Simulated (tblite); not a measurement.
Species: C5H12N2.
Z-matrix (Å and degrees, GFN2-xTB geometry), rows numbered from 1:
```
C 
C   1  1.3201
C   2  1.4971  1  124.32
C   3  1.5413  2  111.31  1  -109.85
N   4  1.4571  3  112.26  2   -58.28
C   3  1.5513  2  111.41  1   125.28
N   6  1.4455  3  116.92  2    62.10
H   1  1.0772  2  122.14  3  -179.72
H   1  1.0781  2  121.71  3     0.10
H   2  1.0825  1  119.81  3   179.94
H   3  1.0958  2  108.60  1     7.40
H   4  1.1037  3  108.14  2    66.55
H   4  1.0943  3  108.36  2  -176.80
H   5  1.0141  4  110.07  3  -172.52
H   5  1.0149  4  110.06  3    69.00
H   6  1.0945  3  108.46  2   -60.48
H   6  1.0950  3  107.80  2  -177.10
H   7  1.0170  6  108.88  3    50.45
H   7  1.0146  6  110.34  3   -67.18
```

Computed with GFN2-xTB (tblite): harmonic, unscaled wavenumbers at the GFN2-xTB geometry, gas phase. This tight-binding method is rough: wavenumbers can miss measured ones by several per cent, in bad cases by 10 to 20. One conformer, not necessarily the lowest.

Harmonic wavenumbers (cm⁻¹): 46.8, 112.2, 120.9, 223.4, 262.5, 278.4, 325.3, 361.8, 383.0, 385.2, 662.3, 677.1, 831.2, 871.9, 887.4, 896.2, 960.3, 978.4, 1005.9, 1023.2, 1036.9, 1072.7, 1109.8, 1144.5, 1158.0, 1209.6, 1253.8, 1267.9, 1294.2, 1314.8, 1333.9, 1336.6, 1367.6, 1423.1, 1476.9, 1487.9, 1559.2, 1574.5, 1713.1, 2819.1, 2928.5, 2937.1, 2952.8, 2955.7, 3052.1, 3095.2, 3119.1, 3364.7, 3388.5, 3406.0, 3418.4.

A = 3046, B = 2110, C = 1597 MHz; mass 100.100 u (most abundant isotopes); point group C1, symmetry number 1.

Q: What is the zero-point energy?

A: ½Σν̃ = 36933 cm⁻¹ = 441.81 kJ/mol.

Q: Entropy at 200 K, 1 bar (ideal gas, RRHO, classical rotation)?

A: Translation 158.00, rotation 111.50, vibration 61.78: S = 331.3 J/(mol K).

Q: And Cp and H(200 K) − H(0)?

A: Cp = 104.15 J/(mol K), of which vibrations give 70.89 (their classical limit is 51 R = 424.0); H(200 K) − H(0) = 13.59 kJ/mol without the zero-point energy, 6.94 from vibrations.

Q: How do the functions run with temperature in this model?

A: 
```json
{"T (K)": "100", "S (J/(mol K))": "272.4", "Cp (J/(mol K))": "68.7", "H − H(0) (kJ/mol)": "4.90", "G − H(0) (kJ/mol)": "-22.35", "ln q(vib)": "1.23"}
{"T (K)": "300", "S (J/(mol K))": "380.5", "Cp (J/(mol K))": "141.9", "H − H(0) (kJ/mol)": "25.84", "G − H(0) (kJ/mol)": "-88.29", "ln q(vib)": "5.36"}
{"T (K)": "500", "S (J/(mol K))": "471.4", "Cp (J/(mol K))": "217.9", "H − H(0) (kJ/mol)": "62.09", "G − H(0) (kJ/mol)": "-173.59", "ln q(vib)": "9.68"}
{"T (K)": "800", "S (J/(mol K))": "592.0", "Cp (J/(mol K))": "294.9", "H − H(0) (kJ/mol)": "140.00", "G − H(0) (kJ/mol)": "-333.61", "ln q(vib)": "16.20"}
{"T (K)": "1000", "S (J/(mol K))": "661.7", "Cp (J/(mol K))": "329.1", "H − H(0) (kJ/mol)": "202.56", "G − H(0) (kJ/mol)": "-459.11", "ln q(vib)": "20.37"}
```

q(vib) and H(0) count from the zero-point level.

Q: What must be added to the electronic energy to get the Gibbs energy at 200 K and 1 bar?

A: ZPE + [H(200 K) − H(0)] − T·S = 441.81 + 13.59 − 66.26 = 389.14 kJ/mol.

Q: Which modes carry the vibrational entropy at 200 K?

A: 46.8 cm⁻¹: 17.41; 112.2 cm⁻¹: 10.32; 120.9 cm⁻¹: 9.73; 223.4 cm⁻¹: 5.21; 262.5 cm⁻¹: 4.16; 278.4 cm⁻¹: 3.80 J/(mol K); the other 45 give 11.15 together.

Hindered rotation and anharmonicity are outside this model. Other conformers, if any are populated, would add a mixing term that is left out. The structure is chiral; the term R ln 2 for an equal mix with its mirror image is left out.

The run took 0.43 s wall on Arm Neoverse V2, one thread, shared host with 96 logical CPUs at a one-minute load of 25. The figure is for the frequency step alone.
